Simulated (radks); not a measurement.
Problem. Spherical jellium clusters: N electrons in a uniform positive sphere of charge N and radius rs N^(1/3), rs = 2.29 bohr. Calculated with a radial shooting solver with Libxc functionals: non-relativistic Kohn-Sham, LDA (Slater exchange, Perdew-Wang correlation), spin-polarised, spherical densities. Levels are named by radial order and angular momentum (1s, 1p, 1d, 2s, ...), and open shells are averaged over m. At N = 8 the configuration is 1s2 1p6. The background grows by one charge. Does electron 9 go into 1d up or 2s up?

Solution. Into 1d up. The total energies of the other choices lie higher by 0.0909 eV (2s up).
